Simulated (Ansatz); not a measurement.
Species: sum formula Si2H3F2 (charge -1, singlet). It need not be the lowest isomer of its formula. Whether it binds its extra electron was not tested at this geometry. 
Structure (B3LYP-D3(BJ)/def2-TZVP (Ansatz, a first-principles code) minimum search):
```
Si
F 1 1.6535
H 1 1.5100 2 102.86
H 1 1.5122 3 101.01 2 -105.49
Si 1 2.4157 3 114.08 4 -133.86
F 5 1.7039 1 96.36 3 66.81
H 5 1.5460 6 98.35 1 -91.34
```
Charge -1, spin multiplicity 1.

Basis-set convergence of Hartree-Fock and MP2 correlation energies (hartree) with Ansatz. Correlated levels leave the core frozen unless marked. Spin-orbit coupling is left out. No relativistic terms. This anion needs diffuse functions, which these sets lack.

```
basis        functions       E(HF)  E(corr, MP2)
-----------  ---------  ----------  ------------
cc-pV(D+d)Z         89  -778.59818      -0.57041
cc-pV(T+d)Z        180  -778.70194      -0.75563
cc-pV(Q+d)Z        328  -778.73092      -0.82502
cc-pV(5+d)Z        547           …             …
```

### Question
Some entries are withheld; supply them.

### Answer

- cc-pV(5+d)Z, E(HF): -778.73744
- cc-pV(5+d)Z, E(corr, MP2): -0.85440
